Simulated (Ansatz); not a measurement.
Coupled-cluster run, C2H7GaO2, SMILES `C[CH2][Ga]([OH])[OH]`.

```yaml
crystal:
  periodic: [false, false, false]
  atoms:
    - {symbol: C, position_ang: [-0.316253, 0.142359, 1.823613]}
    - {symbol: C, position_ang: [0.626481, 0.546409, 0.695757]}
    - {symbol: Ga, position_ang: [0.123667, -0.137640, -1.062184]}
    - {symbol: O, position_ang: [-1.336620, -1.159155, -1.260722]}
    - {symbol: O, position_ang: [1.088526, 0.222174, -2.528686]}
    - {symbol: H, position_ang: [0.016010, 0.552812, 2.781516]}
    - {symbol: H, position_ang: [-0.375412, -0.942617, 1.932985]}
    - {symbol: H, position_ang: [-1.333708, 0.498220, 1.648087]}
    - {symbol: H, position_ang: [1.647336, 0.204226, 0.892218]}
    - {symbol: H, position_ang: [0.694665, 1.635190, 0.608264]}
    - {symbol: H, position_ang: [-1.513688, -1.455019, -2.155201]}
    - {symbol: H, position_ang: [0.755997, -0.162159, -3.341645]}
basis:
  gaussian: {orbitals: def2-SVP}
correlation: {method: ccsd_t}
```

```sh
$ ansatz run in.yaml --threads 4 --pin off --events-out ev --progress --plain
```

Output of Ansatz, abridged:

```
Functional definition: HF
1232 factors; integrals over basis functions are off by at most 1.6e-3 eV
mean field evaluation 1: about -58564.8529 eV, gradient 5.2e1 eV
mean field evaluation 2: about -58564.8565 eV, gradient 5.2e1 eV
mean field evaluation 4: about -58570.3419 eV, gradient 3.8e0 eV
mean field evaluation 8: about -58570.3871 eV, gradient 2.5e-4 eV
mean field -58570.38713810 eV, -2152.4220268909 hartree, gradient 1.4e-6 eV, S^2 0.000000; 0 other end points of the search recorded, 0 dependent functions left out
13 core orbitals not correlated: weight in the atoms' cores, before any rotation towards them, 1.000 or more for the frozen orbitals, at most 0.000 for the correlated occupied ones
reference -58570.38713810 eV, -2152.4220268909 hartree; 20, 20 occupied and 90, 90 virtual orbitals, 1232 factors
second order -24.02694616 eV of doubles, -0.00000000 eV of singles
cycle   1  -23.96856850 eV  change    5.8e-2 eV  update   1.2e-1
cycle   2  -24.61803430 eV  change   -6.5e-1 eV  update   3.6e-2
cycle   3  -24.77840725 eV  change   -1.6e-1 eV  update   2.0e-2
cycle   4  -24.76892961 eV  change    9.5e-3 eV  update   4.8e-3
cycle   5  -24.76726739 eV  change    1.7e-3 eV  update   2.3e-3
cycle   6  -24.76724791 eV  change    1.9e-5 eV  update   6.6e-4
cycle   7  -24.76692294 eV  change    3.2e-4 eV  update   2.2e-4
cycle   8  -24.76685117 eV  change    7.2e-5 eV  update   5.7e-5
cycle   9  -24.76685005 eV  change    1.1e-6 eV  update   1.8e-5
perturbative correction -0.67612407 eV, -0.0248471013 hartree
Total energy: -58595.83011222 eV, -2153.3570389441 hartree
```

Hardware: 4 threads of a server CPU on a shared host. Wall time 10 s, peak host memory 0.78 GiB.

Correlation energy per correlated electron: -0.636 eV. T1 diagnostic: 0.0132.
